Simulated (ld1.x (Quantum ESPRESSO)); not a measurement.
## rhodium (Rh): excitation energies, all-electron against TM

Rh, norm-conserving Troullier–Martins (Kleinman–Bylander form), made with ld1.x (Quantum ESPRESSO) 7.5 (PBEsol, scalar-relativistic). Core [Kr], reference 4d8 5s1 5p0. Waves: 5s (bound): rc 2.75 bohr; 4d (bound): rc 1.40 bohr; 5p (bound, empty): rc 3.50 bohr. Local part: the p channel. Core correction: Bessel-smoothed model core inside 0.80 bohr.

Energies are relative to the spin-unpolarised reference configuration 4d8 5s1 5p0; without spin polarisation the order of configurations can differ from experiment.

(1) Give the all-electron excitation energy and the error of the potential for: 4d8 5s0 5p0; 4d7 5s0 5p0; 4d6 5s0 5p0; 4d7 5s1 5p0; 4d8 5s0.5 5p0; 4d8 5s0 5p1; 4d5 5s0 5p0.

Results:

(1)

```json
{"valence configuration": "4d8 5s0 5p0", "charge": "+1", "ΔE all-electron (eV)": "7.462", "error AE − PS (meV)": "-16"}
{"valence configuration": "4d7 5s0 5p0", "charge": "+2", "ΔE all-electron (eV)": "26.971", "error AE − PS (meV)": "-210"}
{"valence configuration": "4d6 5s0 5p0", "charge": "+3", "ΔE all-electron (eV)": "59.464", "error AE − PS (meV)": "-965"}
{"valence configuration": "4d7 5s1 5p0", "charge": "+1", "ΔE all-electron (eV)": "11.142", "error AE − PS (meV)": "-115"}
{"valence configuration": "4d8 5s0.5 5p0", "charge": "+0.5", "ΔE all-electron (eV)": "2.928", "error AE − PS (meV)": "-3.1"}
{"valence configuration": "4d8 5s0 5p1", "charge": "0", "ΔE all-electron (eV)": "3.665", "error AE − PS (meV)": "-4.0"}
{"valence configuration": "4d5 5s0 5p0", "charge": "+4", "ΔE all-electron (eV)": "106.388", "error AE − PS (meV)": "-2407"}
```
